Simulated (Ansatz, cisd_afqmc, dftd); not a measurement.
System: GaH2, charge 0, doublet. GaH2 (SMILES [GaH2], doublet).
B3LYP-D3(BJ)/def2-TZVP minimum from Ansatz (an electronic-structure program):
```xyz
3

Ga     0.0391     0.0090     0.0274
H     -0.3410    -1.4985    -0.3550
H     -0.8706     1.2189    -0.4942
```
Charge 0, spin multiplicity 2.

Property: atomisation energy (electronic, to ground-state atoms), in kJ/mol. Radicals and triplets start from unrestricted determinants; spin-orbit coupling is neglected. Cores are frozen in correlated methods (noble-gas shells, and filled d and f shells in the p block). No relativity. The Monte Carlo rows (phaseless AFQMC, CISD trial, step 0.005/hartree) carry one-sigma bars that omit the constraint's bias. Outlying blocks are dropped, and bars are widened where a walk drifts. Over all cases where full CI ran beside it in this data, AFQMC minus full CI had a median of +0.1 mEh and passed +0.4 mEh in a tenth of the cases. CBS(X,Y): correlation extrapolated as X^-3, Hartree-Fock from the larger set (Q,5: extrapolated as (X+1)exp(-9√X)). A bracket is a step between two methods taken in the basis named. For partners of very few electrons the exact lower level stands in for a higher one. The spin of H2Ga ([GaH2], doublet) was assumed, and the state is the lowest solution found for it.

```tsv
level	program	atomisation energy (kJ/mol)	difference against the last row
HF/CBS(cc-pVQZ,cc-pV5Z)	Ansatz	363.0	-110.7
CAM-B3LYP-D4/def2-TZVPD	Ansatz + dftd4	476.9	3.2
MP2/cc-pVTZ	Ansatz	448.4	-25.3
CCSD/cc-pVQZ	Ansatz	468.2	-5.5
CCSD/CBS(cc-pVQZ,cc-pV5Z)	Ansatz	471.2	-2.5
CCSD(T)/cc-pVQZ	Ansatz	470.1	-3.6
CCSD(T)/cc-pV5Z	Ansatz	471.7	-2.0
CCSDT(Q)/cc-pVTZ	Ansatz	463.9	-9.8
CCSDT(Q)/cc-pV5Z	Ansatz	472.2	-1.5
CCSDTQ/cc-pVTZ	Ansatz	463.9	-9.8
AFQMC/CISD/cc-pVDZ	cisd_afqmc	439.0 ± 0.2	-34.7
CCSD(T)/CBS(cc-pVQZ,cc-pV5Z) + [CCSDT(Q) - CCSD(T)]/cc-pVQZ + [CCSDTQ - CCSDT(Q)]/cc-pVTZ	Ansatz	473.7	0.0
CCSD(T)/CBS(cc-pVQZ,cc-pV5Z) + [CCSDT(Q) - CCSD(T)]/cc-pV5Z + [CCSDTQ - CCSDT(Q)]/cc-pVTZ	Ansatz	473.7	0.0
```
